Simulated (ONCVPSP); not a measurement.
**carbon (C): one change to an ONCV potential, before and after**

C (Z = 6), optimised norm-conserving Vanderbilt (ONCV), made with ONCVPSP 4.0.1 (PBEsol, scalar-relativistic). Core [He], reference 2s1 2p3. Waves: 2s: rc 1.20 bohr, ncon 4, nbas 7, qcut 6.8 1/bohr, 1 projector; 2p: rc 1.75 bohr, ncon 4, nbas 7, qcut 8.2 1/bohr, 2 projectors, debl 2.4 Ha; d scattering state at 0.19 Ha: rc 1.55 bohr, ncon 4, nbas 7, qcut 6.8 1/bohr, 2 projectors, debl 1.7 Ha. Local part: polynomial inside 1.00 bohr (lpopt 3, dvloc0 1 Ha). Core correction: polynomial model core, fcfact 0.25.

All-electron outer shells of the reference configuration (PBEsol, scalar-relativistic, ld1.x):

| shell | level (eV) | outermost node (bohr) | outermost maximum (bohr) |
| --- | --- | --- | --- |
| 1s | -272.99 | – | 0.18 |
| 2s | -14.11 | 0.38 | 1.22 |
| 2p | -5.67 | – | 1.20 |

Change: all radii but the core radius scaled by about 0.77 (s 0.92, p 1.34, d 1.20 bohr); local potential polynomial inside 0.78 bohr (lpopt 3, dvloc0 1 Ha).

Cutoffs: the cutoffs (Ha) at which the residual kinetic energy of the hardest occupied pseudo-wave falls to 1 and 0.1 mHa per electron; they do not see the model core or the augmentation charge, which bear on the density cutoff. Errors are all-electron minus pseudo energies relative to the spin-unpolarised reference configuration.

**Question.** Predict the effect on cutoff, ghosts and configuration errors.

**Answer.** The potential gets harder (20 Ha and 28 Ha → 25 Ha and 41 Ha); of the 4 tests that both files solve, the error grows in 1 and shrinks in 3 by more than 15 % and 0.3 meV (median size 20.5 → 8.6 meV); neither file shows a bound ghost. A smaller radius makes the pseudo-wave follow the all-electron one further in, where it bends more sharply, so more plane waves are needed.

```csv
quantity,base,changed
"cutoff, loose",20 Ha,25 Ha
"cutoff, tight",28 Ha,41 Ha
loose cutoff by channel,"s 19 Ha, p 20 Ha","s 20 Ha, p 25 Ha"
bound ghosts,none,none
GHOST(+) flags under 300 eV,none,none
"error for 2s2 2p2, meV [ΔE -8.43 eV]",+2.0,+3.1
"error for 2s2 2p1, meV [ΔE 2.36 eV]",+33,+14
"error for 2s2 2p0, meV [ΔE 26.38 eV]",+193,+85
"error for 2s1 2p2, meV [ΔE 11.08 eV]",+7.7,+3.0
"rms error of d²Exc/dni dnj with the model core, mHa",1.08,0.91
```
